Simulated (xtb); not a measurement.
xtb input for C₂H₃O₂, SMILES CO[C]=O, multiplicity 2, GFN2-xTB. 

```
$ xtb mol.xyz --gfn 2 --sp --chrg 0 --uhf 1 --json
$ cat mol.xyz
7

C     -1.44937306    -0.15029832     0.00579033
O     -0.14833574    -0.81844561    -0.05984132
C      0.92660185    -0.13111479    -0.02499793
O      1.19835163     1.03062875     0.06681113
H     -1.64439788     0.34331655    -0.94534826
H     -2.17702831    -0.93411359     0.19290210
H     -1.44207367     0.58181054     0.81193323
```

It prints:

```
[banner left out]
          |                Calculation Setup                |
           -------------------------------------------------



           -------------------------------------------------
          |                 G F N 2 - x T B                 |
           -------------------------------------------------

        Reference                      10.1021/acs.jctc.8b01176
      * Hamiltonian:
        H0-scaling (s, p, d)           1.850000    2.230000    2.230000
        zeta-weighting                 0.500000
      * Dispersion:
        s8                             2.700000
        a1                             0.520000
        a2                             5.000000
        s9                             5.000000
      * Repulsion:
        kExp                           1.500000    1.000000
        rExp                           1.000000
      * Coulomb:
        alpha                          2.000000
        third order                    shell-resolved
        anisotropic                    true
        a3                             3.000000
        a5                             4.000000
        cn-shift                       1.200000
        cn-exp                         4.000000
        max-rad                        5.000000


          ...................................................
          :                      SETUP                      :
          :.................................................:
          :  # basis functions                  19          :
          :  # atomic orbitals                  19          :
          :  # shells                           11          :
          :  # electrons                        23          :
          :  max. iterations                   250          :
          :  Hamiltonian                  GFN2-xTB          :
          :  restarted?                      false          :
          :  GBSA solvation                  false          :
          :  PC potential                    false          :
          :  electronic temp.          300.0000000     K    :
          :  accuracy                    1.0000000          :
          :  -> integral cutoff          0.2500000E+02      :
          :  -> integral neglect         0.1000000E-07      :
          :  -> SCF convergence          0.1000000E-05 Eh   :
          :  -> wf. convergence          0.1000000E-03 e    :
          :  Broyden damping             0.4000000          :
          :  net charge                          0          :
          :  unpaired electrons                  1          :
          ...................................................

 iter      E             dE          RMSdq      gap      omega  full diag
   1    -13.9610145 -0.139610E+02  0.533E+00    2.73       0.0  T
   2    -13.9741460 -0.131315E-01  0.287E+00    2.63       1.0  T
   3    -13.9725015  0.164451E-02  0.137E+00    2.66       1.0  T
   4    -13.9763922 -0.389074E-02  0.167E-01    2.59       1.0  T
   5    -13.9764656 -0.733815E-04  0.836E-02    2.59       1.0  T
   6    -13.9764682 -0.258893E-05  0.270E-02    2.59       1.4  T
   7    -13.9764685 -0.268699E-06  0.764E-03    2.59       4.9  T
   8    -13.9764685 -0.367449E-07  0.200E-03    2.59      18.9  T
   9    -13.9764685 -0.109503E-07  0.106E-03    2.59      35.6  T
  10    -13.9764685 -0.460265E-08  0.144E-04    2.59     262.3  T
  11    -13.9764685 -0.753531E-11  0.751E-05    2.59     503.3  T

   *** convergence criteria satisfied after 11 iterations ***

         #    Occupation            Energy/Eh            Energy/eV
      -------------------------------------------------------------
         1        2.0000           -0.7626465             -20.7527
       ...           ...                  ...                  ...
         6        2.0000           -0.5879304             -15.9984
         7        2.0000           -0.5767715             -15.6948
         8        2.0000           -0.5333320             -14.5127
         9        2.0000           -0.5197687             -14.1436
        10        2.0000           -0.4902278             -13.3398
        11        2.0000           -0.4741726             -12.9029
        12        1.0000           -0.3236656              -8.8074 (HOMO)
        13                         -0.2283944              -6.2149 (LUMO)
        14                         -0.0159229              -0.4333
        15                          0.1129447               3.0734
        16                          0.1721568               4.6846
        17                          0.1815026               4.9389
       ...                                ...                  ...
        19                          0.7108130              19.3422
      -------------------------------------------------------------
                  HL-Gap            0.0952712 Eh            2.5925 eV
             Fermi-level           -0.3374745 Eh           -9.1831 eV

 SCC (total)                   0 d,  0 h,  0 min,  0.005 sec
 SCC setup                      ...        0 min,  0.000 sec (  2.531%)
 Dispersion                     ...        0 min,  0.000 sec (  1.449%)
 classical contributions        ...        0 min,  0.000 sec (  0.590%)
 integral evaluation            ...        0 min,  0.001 sec ( 13.084%)
 iterations                     ...        0 min,  0.003 sec ( 53.662%)
 molecular gradient             ...        0 min,  0.001 sec ( 23.541%)
 printout                       ...        0 min,  0.000 sec (  4.846%)

         :::::::::::::::::::::::::::::::::::::::::::::::::::::
         ::                     SUMMARY                     ::
         :::::::::::::::::::::::::::::::::::::::::::::::::::::
         :: total energy             -13.858470735258 Eh    ::
         :: gradient norm              0.000250839593 Eh/a0 ::
         :: HOMO-LUMO gap              2.592462038709 eV    ::
         ::.................................................::
         :: SCC energy               -13.976468364416 Eh    ::
         :: -> isotropic ES            0.027539198932 Eh    ::
         :: -> anisotropic ES          0.001732554592 Eh    ::
         :: -> anisotropic XC          0.001220834826 Eh    ::
         :: -> dispersion             -0.002445619589 Eh    ::
         :: repulsion energy           0.117997629158 Eh    ::
         :: add. restraining           0.000000000000 Eh    ::
         :: total charge              -0.000000000000 e     ::
         :::::::::::::::::::::::::::::::::::::::::::::::::::::

           -------------------------------------------------
          |                Property Printout                |
           -------------------------------------------------

    * Orbital Energies and Occupations

         #    Occupation            Energy/Eh            Energy/eV
      -------------------------------------------------------------
         1        2.0000           -0.7626465             -20.7527
         2        2.0000           -0.7346438             -19.9907
         3        2.0000           -0.6877474             -18.7146
         4        2.0000           -0.6263690             -17.0444
         5        2.0000           -0.6045101             -16.4496
         6        2.0000           -0.5879304             -15.9984
         7        2.0000           -0.5767715             -15.6948
         8        2.0000           -0.5333320             -14.5127
         9        2.0000           -0.5197687             -14.1436
        10        2.0000           -0.4902278             -13.3398
        11        2.0000           -0.4741726             -12.9029
        12        1.0000           -0.3236656              -8.8074 (HOMO)
        13                         -0.2283944              -6.2149 (LUMO)
Note: The following floating-point exceptions are signalling: IEEE_DENORMAL
normal termination of xtb
        14                         -0.0159229              -0.4333
        15                          0.1129447               3.0734
        16                          0.1721568               4.6846
        17                          0.1815026               4.9389
        18                          0.2997213               8.1558
        19                          0.7108130              19.3422
      -------------------------------------------------------------
                  HL-Gap            0.0952712 Eh            2.5925 eV
             Fermi-level           -0.3374745 Eh           -9.1831 eV

     #   Z          covCN         q      C6AA      α(0)
     1   6 C        3.640     0.011    20.751     6.551
     2   8 O        1.698    -0.201    17.356     5.625
     3   6 C        1.733     0.272    25.065     8.100
     4   8 O        0.856    -0.306    19.899     5.981
     5   1 H        0.925     0.071     2.076     2.253
     6   1 H        0.925     0.083     1.944     2.181
     7   1 H        0.925     0.070     2.082     2.257

 Mol. C6AA /au·bohr⁶  :        501.183083
 Mol. C8AA /au·bohr⁸  :      10961.095558
 Mol. α(0) /au        :         32.947375


Wiberg/Mayer (AO) data.
largest (>0.10) Wiberg bond orders for each atom

 ---------------------------------------------------------------------------
     #   Z sym  total        # sym  WBO       # sym  WBO       # sym  WBO
 ---------------------------------------------------------------------------
     1   6 C    3.915 --     7 H    0.982     6 H    0.980     5 H    0.980
                             2 O    0.879
     2   8 O    2.390 --     3 C    1.322     1 C    0.879     4 O    0.177
     3   6 C    3.405 --     4 O    1.998     2 O    1.322
     4   8 O    2.213 --     3 C    1.998     2 O    0.177
     5   1 H    0.995 --     1 C    0.980
     6   1 H    0.993 --     1 C    0.980
     7   1 H    0.995 --     1 C    0.982
 ---------------------------------------------------------------------------

Topologies differ in total number of bonds
Writing topology from bond orders to xtbtopo.mol

molecular dipole:
                 x           y           z       tot (Debye)
 q only:       -0.947      -0.380      -0.017
   full:       -1.098      -0.343      -0.016       2.923
molecular quadrupole (traceless):
                xx          xy          yy          xz          yz          zz
 q only:        2.376      -1.944      -2.424      -0.214      -0.187       0.047
  q+dip:        0.917      -1.971      -2.542      -0.158      -0.319       1.625
   full:        1.310      -2.483      -3.227      -0.202      -0.394       1.917


           -------------------------------------------------
          | TOTAL ENERGY              -13.858470735258 Eh   |
          | GRADIENT NORM               0.000250839593 Eh/α |
          | HOMO-LUMO GAP               2.592462038709 eV   |
           -------------------------------------------------

------------------------------------------------------------------------
------------------------------------------------------------------------
 total:
 SCF:
```

The calculation finished and met its thresholds.
